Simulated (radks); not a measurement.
Numerical settings for neutral tellurium, [Kr] 4d10 5s2 5p4. Calculated with a radial shooting solver on a logarithmic mesh with Libxc functionals: non-relativistic Kohn-Sham, r2SCAN, spin-polarised, spherical densities, point nucleus; open shells are filled with parallel spins first (spin-orbit coupling, left out, can overturn this in heavy ions); meta-GGA in the generalised Kohn-Sham scheme; relativity is left out, which matters for an element this heavy. The defaults (mesh step 0.008 in ln r, mesh end at 40 bohr or more with all orbitals vanishing there, Anderson mixing 0.5 over 9 steps, residual threshold near 1e-9 with the energy settled to 1e-9 hartree or 1e-11 of itself, here a cap of 65 iterations) give E = -6614.346 hartree and 5p at -5.244 eV in 10 iterations. Run on one thread of a shared host, so times are rough (Intel(R) Xeon(R) 6975P-C): 0.14 s of CPU time, 0.14 s wall, 10 iterations on 2725 mesh points. Changes against that run (0 stands for a change within the tolerance of the run):

setting	iterations	converged	E (mhartree)	e(5p) (meV)	CPU (s)
mesh step in ln r 0.05	11	yes	-5.2	-0.0146	0.03
mesh step in ln r 0.12	2	no	diverged	-	0.01
mesh step in ln r 0.005	10	yes	0	0	0.24
mesh end (bohr) 20	10	yes	0	0	0.14
mesh end (bohr) 3	9	level above zero	+2.69e+03	+2.43e+04	0.1
residual threshold 0.001	7	yes	0	-0.631	0.11
residual threshold 0.1	7	yes	0	-0.631	0.11
mixing 2.5	12	yes	0	-0.0087	0.16
linear mixing, mixing 0.05	65	no	+0.138	-140	0.64
linear mixing, mixing 1	65	no	+54.9	+1.07e+03	0.85
mixing history 20	10	yes	0	0	0.12
iteration cap 2	2	no	+144	-4.86e+03	0.04

Settled on a wrong energy, with an occupied level pushed above zero by the early mesh end: mesh end (bohr) 3 (+2.69 hartree). Apart from these: settings that end as converged yet miss the energy by more than 1 mhartree: mesh step in ln r 0.05 (-0.0052 hartree). A mesh that ends early acts as a hard wall.
